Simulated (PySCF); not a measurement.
Zn(Me)(OH), SMILES [CH3][Zn][OH] (CH4OZn), B3LYP/def2-SVP optimised geometry.

```
7

Zn     0.10    -0.03     0.00
C     -1.83     0.12     0.00
H     -2.30    -0.83    -0.29
H     -2.16     0.90    -0.71
H     -2.20     0.40     1.00
O      1.89    -0.03     0.00
H      2.30    -0.90     0.01
```

Density from B3LYP/def2-TZVP (PySCF) at that geometry.

Minimum of the electron density along straight lines between bonded atoms, close to the bond critical point (lines longer than 1.1 times the sum of covalent radii, or with two minima, are not listed):

```tsv
bond	length / Å	ρ at the minimum / e bohr⁻³	∇²ρ there / e bohr⁻⁵	position (fraction from the first atom)
Zn1–C2	1.938	0.115	0.21	0.49
C2–H3	1.102	0.267	-0.87	0.64
C2–H4	1.102	0.267	-0.87	0.64
C2–H5	1.102	0.267	-0.87	0.64
Zn1–O6	1.785	0.134	0.70	0.49
O6–H7	0.965	0.354	-2.29	0.80
```
